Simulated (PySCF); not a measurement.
**A computed series [M(H2O)3]3+**

Computed with PySCF 2.14.0, B3LYP, def2-SVP on the ligands, density fitting, scalar-relativistic core potentials, no spin-orbit coupling, vacuum. Each member is relaxed from one template within its symmetry. Distances are means of the shortest metal–ligand contacts, charges and spins Mulliken's; removal energies are rigid, with the ligand's formal charge and no counterpoise, so too large; for an anion taken off a cation in vacuum most of it is the attraction of opposite charges, and multiply charged cations can part far more cheaply with an electron moved from ligand to metal. lcecp potentials hold a fixed number of 4f electrons in the core, out of states, spins and gaps.

```tsv
metal	basis on the metal	point group	M–H2O (Å)	charge on M (e)	removal of one H2O (eV)	strongest infrared band, degenerate modes summed (cm⁻¹)	unstable modes (below −25 cm⁻¹)
La	def2-SVP with ECP46	D3, nearly planar	2.420	2.00	3.40	3553	0 (lowest -20 cm⁻¹, within noise)
Yb	lcecp-1-SVP with ECP59	D3	2.206	1.89	4.09	3496	0 (lowest -22 cm⁻¹, within noise)
Lu	def2-SVP with ECP28	D3	2.160	1.95	4.22	–	1 (soft)
```

Task: What does the calculation give for Gd, lcecp-1-SVP with ECP53?

Result: point group: D3, M–H2O (Å): 2.289, charge on M (e): 1.95, removal of one H2O (eV): 3.79, strongest infrared band, degenerate modes summed (cm⁻¹): 3516, unstable modes (below −25 cm⁻¹): 0 (lowest -18 cm⁻¹, within noise).
```xyz
10

Gd    0.0000    0.0000    0.0000
O     2.2892    0.0000    0.0000
H     2.9078   -0.7561    0.1693
H     2.9078    0.7562   -0.1693
O    -1.1446    1.9825    0.0000
H    -0.7991    2.8963    0.1693
H    -2.1088    2.1402   -0.1693
O    -1.1446   -1.9825    0.0000
H    -2.1088   -2.1402    0.1693
H    -0.7991   -2.8963   -0.1693
```

Members with unstable modes aren't minima as they stand: saddle points kept by symmetry or, where the modes are soft, flat surfaces and noise. Moved off a saddle point of the template and relaxed again: La, Gd, Yb, Lu. One start shape was tried for each, so a minimum needn't be the lowest isomer.
